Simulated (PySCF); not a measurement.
H3OSi, SMILES [O][SiH3], multiplicity 2.

The structure is a stationary point at B3LYP-D3(BJ)/def2-TZVP. The isomer is the one that the SMILES or the coordinates give; other isomers of the formula were not compared.

Method: PBE/def2-TZVPD run with PySCF.

The molecule is in vacuum.

Computed frontier levels, dipole moment and polarisability:
| Quantity | Result |
|---|---|
| α spin, highest occupied and lowest empty level | -7.50 and -1.12 eV |
| β spin, highest occupied and lowest empty level | -7.09 and -6.42 eV |
| dipole moment | 1.96 D |
| quadrupole, principal values (traceless, Buckingham form, about the centre of nuclear charge) | -2.59, 0.02, 2.57 D·Å |
| mean static polarisability | 37.1 bohr³ (5.50 Å³) |
| polarisability, principal values | 32.4, 37.2, 41.8 bohr³ |
| ⟨S²⟩ | 0.754 (pure state 0.75) |
